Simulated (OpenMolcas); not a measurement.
Tc4+: effect of the metal basis

Tc4+ with its 6 nearest fluoride ions at 1.902 Å, on the Ge site of Cs2GeF6 (a = 9.021 Å, distance in the model lattice 1.804 Å). The rest of the host is ab initio model potentials to 7.6 Å and point charges beyond; the distance is set by hand and nothing relaxes.

| Property | Result |
| --- | --- |
| Program | OpenMolcas 26.06 |
| Method | SS-CASPT2, IPEA 0.25 Eh, imaginary shift 0.1 Eh (closed shells correlated: 4s 4p and the ligand valence shells) |
| Spin-orbit coupling | state interaction with AMFI integrals over the reference wave functions |

Fixed: ligand basis ANO-RCC-VDZP, active space 3 electrons in 5 orbitals (4d), DKH2 Hamiltonian.

States (labels of O, the rotations of Oh). Energies in cm-1 above the lowest state or level, χT in cm3 K/mol; 10Dq and B are least-squares fits to the states below 45000 cm-1, weighted by degeneracy, with a free offset, and given where the rms deviation is under 5 % of |10Dq| (or 100 cm-1) and under 700 cm-1.

```json
{"Run": "A", "Metal basis": "ANO-RCC-VDZP", "Ground state": "4A2", "First state of that spin": "4T2 35700", "10Dq": "35144", "B (rms of fit)": "604 (316)", "First gap with spin-orbit (degeneracies)": "11350 (4, 4)", "χT at 300 K": "1.785", "First state of another spin": "2E 11390", "Cost": "roughly 80 core-seconds"}
{"Run": "B", "Metal basis": "ANO-RCC-VTZP", "Ground state": "4A2", "First state of that spin": "4T2 35080", "10Dq": "", "B (rms of fit)": "", "First gap with spin-orbit (degeneracies)": "10620 (4, 4)", "χT at 300 K": "1.782", "First state of another spin": "2T1 10730", "Cost": "roughly 3 core-minutes"}
```

Against A, the first state of the same spin changes by -1.7 % in B.

Costs are those of the CASPT2 steps.

Roots that are degenerate in the reference are averaged as groups; the widest CASPT2 spread within a group is 950 cm-1 (the 3-fold group of multiplicity 2 near 82100 cm-1 above the lowest state of its run, A). Shifts and gaps below about the spread of the groups concerned are not significant. Over all roots computed the reference weight is 0.70 to 0.71 in A, 0.70 to 0.71 in B; a low but even weight reflects the number of correlated electrons. Ligand-to-metal charge-transfer states are missing. With no ligand orbital active B as a rule stays too high, so bands that hang on it stand too high and its fall with covalency is understated. With one d shell and no ligand orbital active, 10Dq can be off by a tenth or more. The least metal-like active orbital is 75 % on the metal (Löwdin) and no ligand orbital is active, so the numbers are rough (holds for A). The least metal-like active orbital is 77 % on the metal (Löwdin) and no ligand orbital is active, so the numbers are rough (holds for B). No measured value stands beside these numbers; the geometry was set by hand and not optimised.
